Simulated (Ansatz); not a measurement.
Ideal-gas functions of CH₅BOZn (`CO[BH][ZnH]`) at 400 K and 1 bar, from an Ansatz frequency run at PBE0-D4/def2-TZVP.

Molar mass 109.25 g/mol, point group Cs (symmetry number 1), electronic degeneracy 1, moments of inertia 12.323, 315.464, 324.612 u Å². Harmonic wavenumbers (cm⁻¹, unscaled): 144, 145, 154, 300, 433, 445, 608, 786, 988, 1116, 1180, 1191, 1355, 1477, 1486, 1498, 1833, 2471, 3038, 3123, 3129.

Use S(trans) = R[1.5 ln M + 2.5 ln T − 1.1517]; rotational temperatures θ = 24.2544 K / I; S(rot) = R[ln(√π/σ · √(T³/θAθBθC)) + 1.5]; for each mode x = 1.438777 ν̃/T, S = R[x/(eˣ − 1) − ln(1 − e⁻ˣ)] and H = RT x/(eˣ − 1); 1 cm⁻¹ = 0.0119627 kJ/mol; R = 8.31446 J/(mol·K).

By hand: the entropy, in J/(mol·K).

Translation 173.5. Rotation: θ = 1.9682, 0.0769, 0.0747 K, giving 110.6. Vibration, mode by mode: 13.88, 13.82, 13.33, 8.07, 5.42, 5.24, 3.29, 1.99, 1.11, 0.77, 0.63, 0.61, 0.38, 0.26, 0.25, 0.24, 0.09, 0.01, 0.00, 0.00, 0.00, in all 69.4. Electronic 0.0. Sum 353.5 J/(mol·K).

By hand: H − E and G − E in kJ/mol, counted from the electronic energy.

Zero-point energy ½ × 26900 × 0.0119627 = 160.9; thermal vibration 15.1; translation, rotation and pV give 4 RT = 13.3. H − E = 189.3 kJ/mol, and G − E = 189.3 − 400 × 353.5/1000 = 47.9 kJ/mol.

Vibration gives 20 % of the entropy, 27.7 J/(mol·K) of it from the modes under 150 cm⁻¹: soft modes count most, and the harmonic formula is weakest for them. The sum counts one conformer and one mirror image; others add a mixing term.
